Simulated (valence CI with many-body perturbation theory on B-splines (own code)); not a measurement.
E1 line list for Lu58+

Method: relativistic CI+MBPT: three valence electrons over a frozen Dirac-Fock core [Ne], radial functions for each j: 11 s, 11 p, 10 d, 8 f, 5 g, 2 h, with the one-electron correlation potential Σ1 (screened to all orders), the two-electron term Σ2, the three-electron term Σ3, Breit, model QED; selected single and double excitations, second order for the rest, scaled by the run's own slope (own B-spline code, finite nucleus).

No measured spectrum was set against this ion. As an estimate, large intervals hold to a few tenths of a per cent, small ones and those within an open d or f shell to about a per cent.

Lines 101 to 150 of 589 in falling wavelength, among levels below 2962.7 eV, chosen from the strongest by gf and those to the six lowest levels. Wavelengths and rates use the calculated energies. Electric multipoles are in the length gauge, E1 and E2 with the static RPA response of the core. Weak lines are less certain than strong ones. Lines between different terms over intervals too small for the method are left out, as are lines whose strength nearly cancels. The highest levels of a list are the least certain.

Levels are named by their leading jj configuration (3d3/2^4 stands for four electrons in 3d with j = 3/2), which in mixed levels can hold well under half, so a name can repeat and another be missing. Letters in brackets count levels of one name in rising energy.

```tsv
λ vac (Å)	Upper	Lower	A (s⁻¹)	log gf	Branch %
46.96	(3p1/2 3p3/2 3d5/2) J=3/2 [a]	(3p1/2 3p3/2^2) J=3/2	8.76e+10	-0.94	7.4
46.66	(3d3/2 3d5/2^2) J=5/2 [a]	(3p3/2 3d3/2 3d5/2) J=5/2 [c]	6.79e+10	-0.88	3.7
46.63	(3s 3p1/2 3d5/2) J=3/2	(3s 3p1/2 3p3/2) J=1/2	1.58e+11	-0.69	28.2
46.62	(3d3/2^2 3d5/2) J=5/2 [a]	(3p3/2 3d3/2^2) J=5/2	6.34e+10	-0.91	2.4
46.58	(3p1/2 3d5/2^2) J=9/2	(3p1/2 3p3/2 3d5/2) J=7/2 [b]	1.89e+11	-0.21	56.4
46.28	(3p3/2 3d3/2 3d5/2) J=3/2 [a]	(3p3/2^2 3d3/2) J=3/2 [a]	7.81e+10	-1.00	2.8
46.28	(3s 3p1/2 3d5/2) J=5/2 [a]	(3s 3p1/2 3p3/2) J=5/2	7.38e+09	-1.85	3.2
46.22	(3p3/2 3d5/2^2) J=5/2 [b]	(3p3/2^2 3d5/2) J=3/2	1.63e+11	-0.50	8.8
46.22	(3p3/2 3d3/2 3d5/2) J=5/2 [b]	(3p3/2^2 3d3/2) J=3/2 [a]	1.49e+11	-0.54	5.7
46.20	(3d3/2 3d5/2^2) J=9/2	(3p3/2 3d3/2 3d5/2) J=7/2 [b]	3.35e+10	-0.97	2.3
46.18	(3s 3d3/2 3d5/2) J=1/2	(3s 3p3/2 3d3/2) J=1/2 [b]	1.79e+11	-0.94	6.8
46.10	(3d3/2 3d5/2^2) J=7/2 [a]	(3p3/2 3d3/2 3d5/2) J=5/2 [b]	1.13e+11	-0.54	7.0
45.84	(3s 3p1/2 3d5/2) J=5/2 [b]	(3s 3p1/2 3p3/2) J=3/2 [b]	1.26e+11	-0.62	59.3
45.82	(3p3/2 3d3/2 3d5/2) J=3/2 [c]	(3p3/2^2 3d3/2) J=3/2 [b]	1.29e+11	-0.79	4.5
45.72	(3d3/2 3d5/2^2) J=7/2 [b]	(3p3/2 3d3/2 3d5/2) J=9/2 [b]	7.36e+10	-0.73	4.8
45.67	(3s 3d5/2^2) J=3/2	(3s 3p3/2 3d5/2) J=1/2	1.43e+11	-0.75	18.0
45.65	(3s 3d5/2^2) J=9/2	(3s 3p3/2 3d5/2) J=7/2 [a]	2.12e+11	-0.18	38.1
45.60	(3d5/2^3) J=5/2	(3p3/2 3d5/2^2) J=5/2 [b]	2.80e+11	-0.28	34.1
45.59	(3p3/2 3d5/2^2) J=5/2 [a]	(3p3/2^2 3d5/2) J=7/2	7.89e+10	-0.83	4.9
45.57	(3d3/2^2 3d5/2) J=3/2	(3p3/2 3d3/2^2) J=1/2	6.97e+10	-1.06	2.6
45.50	(3p1/2 3d3/2 3d5/2) J=5/2 [a]	(3p1/2 3p3/2 3d3/2) J=3/2 [a]	1.04e+11	-0.71	30.6
45.49	(3s 3d3/2 3d5/2) J=5/2 [b]	(3s 3p3/2 3d3/2) J=3/2 [b]	1.21e+11	-0.65	5.3
45.47	(3d3/2^2 3d5/2) J=5/2 [a]	(3p3/2 3d3/2^2) J=3/2 [a]	1.29e+11	-0.62	4.9
45.43	(3p1/2 3p3/2 3d5/2) J=5/2 [a]	(3p1/2 3p3/2^2) J=5/2	9.38e+10	-0.76	7.0
45.39	(3p3/2 3d5/2^2) J=7/2 [a]	(3p3/2^2 3d5/2) J=7/2	7.49e+10	-0.73	5.3
45.36	(3d3/2^2 3d5/2) J=9/2	(3p3/2 3d3/2^2) J=7/2	2.34e+11	-0.14	10.2
45.23	(3p3/2 3d5/2^2) J=7/2 [a]	(3p3/2^2 3d5/2) J=9/2	6.04e+10	-0.83	4.3
45.23	(3d3/2^2 3d5/2) J=7/2	(3p3/2 3d3/2^2) J=7/2	5.88e+10	-0.84	2.4
45.18	(3d3/2 3d5/2^2) J=5/2 [b]	(3p3/2 3d3/2 3d5/2) J=5/2 [c]	1.05e+11	-0.71	6.7
45.18	(3p3/2 3d3/2 3d5/2) J=5/2 [d]	(3p3/2^2 3d3/2) J=3/2 [b]	2.56e+11	-0.33	9.7
45.16	(3s 3d5/2^2) J=7/2	(3s 3p3/2 3d5/2) J=7/2 [b]	1.13e+11	-0.56	17.7
45.15	(3d3/2 3d5/2^2) J=7/2 [b]	(3p3/2 3d3/2 3d5/2) J=5/2 [c]	6.30e+10	-0.81	4.1
45.14	(3d5/2^3) J=5/2	(3p3/2 3d5/2^2) J=7/2 [b]	1.25e+11	-0.64	15.3
45.14	(3p1/2 3d5/2^2) J=5/2	(3p1/2 3p3/2 3d5/2) J=7/2 [b]	5.58e+10	-0.99	12.8
45.03	(3s 3p1/2 3d5/2) J=3/2	(3s 3p1/2 3p3/2) J=3/2 [b]	5.32e+10	-1.19	9.5
44.98	(3p1/2 3d3/2 3d5/2) J=5/2 [b]	(3p1/2 3p3/2 3d3/2) J=3/2 [b]	1.16e+11	-0.67	6.3
44.97	(3s 3p3/2 3d5/2) J=5/2 [a]	(3s 3p3/2^2) J=5/2	1.76e+11	-0.49	28.6
44.95	(3p3/2 3d5/2^2) J=9/2	(3p3/2^2 3d5/2) J=7/2	1.80e+11	-0.26	11.5
44.94	(3d3/2^2 3d5/2) J=7/2	(3p3/2 3d3/2^2) J=5/2	1.86e+11	-0.35	7.6
44.92	(3d3/2 3d5/2^2) J=3/2 [b]	(3p3/2 3d3/2 3d5/2) J=1/2 [b]	1.58e+11	-0.72	9.6
44.88	(3p1/2 3d3/2 3d5/2) J=7/2 [a]	(3p1/2 3p3/2 3d3/2) J=5/2 [a]	1.25e+11	-0.52	53.4
44.87	(3p1/2 3p3/2 3d5/2) J=1/2	(3p1/2 3p3/2^2) J=1/2	2.60e+11	-0.80	27.1
44.85	(3d5/2^3) J=9/2	(3p3/2 3d5/2^2) J=9/2	2.74e+11	-0.08	43.5
44.84	(3s 3p3/2 3d5/2) J=1/2	(3s 3p3/2^2) J=1/2	3.14e+11	-0.72	49.2
44.80	(3s 3d3/2 3d5/2) J=3/2 [b]	(3s 3p3/2 3d3/2) J=3/2 [b]	1.22e+11	-0.83	5.6
44.80	(3p3/2 3d5/2^2) J=9/2	(3p3/2^2 3d5/2) J=9/2	2.41e+11	-0.14	15.3
44.76	(3p3/2 3d3/2 3d5/2) J=7/2 [c]	(3p3/2^2 3d3/2) J=5/2	3.74e+11	-0.05	14.3
44.69	(3d5/2^3) J=3/2	(3p3/2 3d5/2^2) J=1/2	1.83e+11	-0.66	23.1
44.67	(3p1/2 3d3/2 3d5/2) J=9/2	(3p1/2 3p3/2 3d3/2) J=7/2	1.62e+11	-0.31	68.7
44.62	(3d3/2 3d5/2^2) J=5/2 [b]	(3p3/2 3d3/2 3d5/2) J=7/2 [c]	9.22e+10	-0.78	5.8
```

(1) How does gf follow from A for the line at 45.60 Å?

Answers

(1) gf = 1.4992 × (2J+1)_upper × A / σ², with σ = 2192788 cm⁻¹ and 2J+1 = 6: gf = 0.524.
